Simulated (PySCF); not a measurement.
AgCl, triplet, geometry from GFN2-xTB (such geometries of metal compounds can be far from the true shape) (the multiplicity is a formal guess) (core potentials on Ag); SVWN5/def2-TZVP in PySCF.

The PySCF input:
```python
from pyscf import gto, scf, dft

mol = gto.M(
    atom='''
Ag   -0.00000000   -0.00000000   -0.65923567
Cl    0.00000000    0.00000000    1.82259273
''',
    basis='def2-tzvp',
    ecp={'Ag': 'def2-tzvp'},
    spin=2,
    verbose=4,
)

mf = dft.UKS(mol)
mf.xc = 'lda,vwn'
mf.kernel()
```

What the program printed (banner, timings and long lists left out):

```
PySCF version 2.14.0

[INPUT] verbose = 4
[INPUT] num. atoms = 2
[INPUT] num. electrons = 36
[INPUT] charge = 0
[INPUT] spin (= nelec alpha-beta = 2S) = 2
[INPUT] symmetry False subgroup None
[INPUT] Mole.unit = angstrom
[INPUT] Symbol           X                Y                Z      unit          X                Y                Z       unit  Magmom
[...]
nuclear repulsion = 68.8702889882153
number of shells = 27
number of NR pGTOs = 128
number of NR cGTOs = 77
basis = def2-tzvp
ecp = {'Ag': 'def2-tzvp'}

******** <class 'pyscf.dft.uks.UKS'> ********
method = UKS
initial guess = minao
damping factor = 0
level_shift factor = 0
DIIS = <class 'pyscf.scf.diis.CDIIS'>
diis_start_cycle = 1
diis_space = 8
diis_damp = 0
SCF conv_tol = 1e-09
SCF conv_tol_grad = None
SCF max_cycles = 50
direct_scf = True
direct_scf_tol = 1e-13
number electrons alpha = 19  beta = 17
XC library pyscf.dft.libxc version 7.1.2
    S. Lehtola, C. Steigemann, M. J. T. Oliveira, and M. A. L. Marques,  SoftwareX 7, 1–5 (2018)
XC functionals = lda,vwn
    P. A. M. Dirac,  Math. Proc. Cambridge Philos. Soc. 26, 376 (1930)
    F. Bloch,  Z. Phys. 57, 545 (1929)
    S. H. Vosko, L. Wilk, and M. Nusair,  Can. J. Phys. 58, 1200 (1980)
radial grids:
    Treutler-Ahlrichs [JCP 102, 346 (1995); DOI:10.1063/1.469408] (M4) radial grids

becke partition: Becke, JCP 88, 2547 (1988); DOI:10.1063/1.454033
pruning grids: <function nwchem_prune>
grids dens level: 3
symmetrized grids: False
atomic radii adjust function: <function treutler_atomic_radii_adjust>
small_rho_cutoff = 0
Set gradient conv threshold to 3.16228e-05
tot grids = 41320
init E= -594.833464416349

cycle= 1 E= -602.630608279677  delta_E= -7.8  |g|=  2.7  |ddm|= 4.65
cycle= 2 E= -560.1998030169  delta_E= 42.4  |g|= 6.83  |ddm|= 7.17

cycle= 3 E= -603.342979213331  delta_E= -43.1  |g|= 1.53  |ddm|= 6.23

cycle= 4 E= -603.592238175991  delta_E= -0.249  |g|= 1.87  |ddm|=    3

cycle= 5 E= -604.927424504438  delta_E= -1.34  |g|= 0.807  |ddm|= 1.46

cycle= 6 E= -605.348970504742  delta_E= -0.422  |g|= 0.279  |ddm|= 1.23

cycle= 7 E= -605.339159441607  delta_E= 0.00981  |g|= 0.294  |ddm|= 0.896

cycle= 8 E= -605.372241320448  delta_E= -0.0331  |g|= 0.165  |ddm|= 0.878

cycle= 9 E= -605.357299681042  delta_E= 0.0149  |g|= 0.228  |ddm|= 0.875

cycle= 10 E= -605.378646686324  delta_E= -0.0213  |g|= 0.13  |ddm|= 0.874

cycle= 11 E= -605.359574694702  delta_E= 0.0191  |g|= 0.218  |ddm|= 0.874

[...]

cycle= 20 E= -605.377422804238  delta_E= -0.0056  |g|= 0.139  |ddm|= 0.036

cycle= 21 E= -605.375092927401  delta_E= 0.00233  |g|= 0.15  |ddm|= 0.817

cycle= 22 E= -605.360240790395  delta_E= 0.0149  |g|= 0.212  |ddm|= 0.876

cycle= 23 E= -605.360459852903  delta_E= -0.000219  |g|= 0.211  |ddm|= 0.000972

cycle= 24 E= -605.362188026383  delta_E= -0.00173  |g|= 0.204  |ddm|= 0.0079

cycle= 25 E= -605.370419774719  delta_E= -0.00823  |g|= 0.168  |ddm|= 0.876

cycle= 26 E= -605.359497448272  delta_E= 0.0109  |g|= 0.208  |ddm|= 0.0562

cycle= 27 E= -605.37972006178  delta_E= -0.0202  |g|= 0.123  |ddm|= 0.755

cycle= 28 E= -605.374307848579  delta_E= 0.00541  |g|= 0.149  |ddm|= 0.506

cycle= 29 E= -605.375683687229  delta_E= -0.00138  |g|= 0.143  |ddm|= 0.0701

cycle= 30 E= -605.379186544761  delta_E= -0.0035  |g|= 0.125  |ddm|= 0.116

cycle= 31 E= -605.355521091304  delta_E= 0.0237  |g|= 0.232  |ddm|= 0.875

cycle= 32 E= -605.344800699418  delta_E= 0.0107  |g|= 0.264  |ddm|= 0.0376

cycle= 33 E= -605.347812014447  delta_E= -0.00301  |g|= 0.254  |ddm|= 0.0108

cycle= 34 E= -605.376469716423  delta_E= -0.0287  |g|= 0.147  |ddm|= 0.877

cycle= 35 E= -605.382128830309  delta_E= -0.00566  |g|= 0.115  |ddm|= 0.129

cycle= 36 E= -605.364803273186  delta_E= 0.0173  |g|= 0.194  |ddm|= 0.875

cycle= 37 E= -605.365299848088  delta_E= -0.000497  |g|= 0.19  |ddm|= 0.876

cycle= 38 E= -605.366223354949  delta_E= -0.000924  |g|= 0.186  |ddm|= 0.198

cycle= 39 E= -605.363555933447  delta_E= 0.00267  |g|= 0.196  |ddm|= 0.191

cycle= 40 E= -605.369905999341  delta_E= -0.00635  |g|= 0.171  |ddm|= 0.0355

cycle= 41 E= -605.363515363233  delta_E= 0.00639  |g|= 0.198  |ddm|= 0.875

cycle= 42 E= -605.351751272947  delta_E= 0.0118  |g|= 0.24  |ddm|= 0.0538

cycle= 43 E= -605.365848687333  delta_E= -0.0141  |g|= 0.189  |ddm|= 0.0566

cycle= 44 E= -605.35220405125  delta_E= 0.0136  |g|= 0.234  |ddm|= 0.88

cycle= 45 E= -605.359261604547  delta_E= -0.00706  |g|= 0.212  |ddm|= 0.257

cycle= 46 E= -605.358645508276  delta_E= 0.000616  |g|= 0.213  |ddm|= 0.12

cycle= 47 E= -605.362082097103  delta_E= -0.00344  |g|= 0.201  |ddm|= 0.529

cycle= 48 E= -605.361528875654  delta_E= 0.000553  |g|= 0.202  |ddm|= 0.239

cycle= 49 E= -605.354248637591  delta_E= 0.00728  |g|= 0.227  |ddm|= 0.409

cycle= 50 E= -605.356034920576  delta_E= -0.00179  |g|= 0.221  |ddm|= 0.0397
SCF not converged.
SCF energy = -605.356034920576 after 50 cycles  <S^2> = 2.0013815  2S+1 = 3.0009208
```

Convergence was not reached.
